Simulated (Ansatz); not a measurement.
Coupled-cluster diagnostics for the cluster SiAu4, Ansatz.

Geometry of the singlet (r2SCAN-D4/def2-SVP):

Cartesian coordinates in Å:
```
Au 1.4037 -0.7185 -0.1601
Au -0.0343 -2.5454 -1.3547
Au -1.2682 -0.2229 -0.3106
Au 1.1125 1.6824 1.0659
Si -1.2137 1.8044 0.7596
```

In the def2 sets Au takes a core potential; there is no spin–orbit coupling. Correlated methods freeze 5 core orbitals; core or outer-core shells of Au are correlated, in sets that lack core-valence functions. Another isomer (singlet) lies 1.36 eV lower at PBE0-D4/def2-TZVP; other spin states weren't run for this one.

(1) Estimate the CCSD(T) correlation energy, the shares of MP2 and (T), T1 and the reference's ⟨S²⟩ for: charge 0, singlet, own geometry in def2-SVP; and the rough time on 4 threads of Intel Xeon Platinum 8259CL on a shared host.

## Answers

(1) 
```csv
state,basis,correlation (eV),MP2 share (%),(T) share (%),T1,⟨S²⟩ (pure),wall time,remarks
"charge 0, singlet, own geometry",def2-SVP,-41.878,105.6,3.5,0.025,0.00 (0.00),3.3 min,restricted SCF unstable
```
Customary marks for T1 are 0.02 (closed shells), 0.045 (open shells) and about 0.05 (3d metals). T1 exceeds 0.02 in 1 of 1 rows and 0.045 in 0; the higher it lies, the less the single-reference result can be trusted.
